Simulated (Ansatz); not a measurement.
C3H5NSe, SMILES `[SeH]C1CC=N1`, relaxed with RKS PBE0-D4/def2-TZVP in Ansatz from a PBE-D4/def2-SVP geometry. The force threshold is 0.005 eV/Å; the program also tests the step.

The species carries charge 0 and has multiplicity 1.

Start:

```xyz
10

Se    1.910    1.185    0.010
C     0.332    0.127    0.536
C    -0.110   -0.919   -0.531
C    -1.354   -0.074   -0.470
N    -0.979    0.823    0.393
H     1.790    2.112    1.164
H     0.488   -0.261    1.562
H     0.444   -0.891   -1.494
H    -0.185   -1.974   -0.191
H    -2.336   -0.128   -0.980
```

(1) By how much does the energy fall, and how many steps does the optimiser take? (An estimate is asked.)

(2) Which bonds change most? (An estimate is asked.)

(3) Give the relaxed structure. (Best estimate.)

Results:

(1) The calculation gave: 4.85 kJ/mol, in 5 steps.

(2) The calculation gave: Se1–C2 from 1.971 to 1.946 Å; C4–H10 from 1.108 to 1.089 Å; C4–N5 from 1.300 to 1.281 Å; C2–H7 from 1.108 to 1.089 Å.

(3) Computed: 
```xyz
10

Se    1.888    1.168    0.016
C     0.328    0.126    0.535
C    -0.106   -0.911   -0.526
C    -1.346   -0.077   -0.468
N    -0.978    0.804    0.385
H     1.789    2.098    1.148
H     0.478   -0.259    1.543
H     0.439   -0.875   -1.473
H    -0.181   -1.947   -0.191
H    -2.312   -0.127   -0.968
```
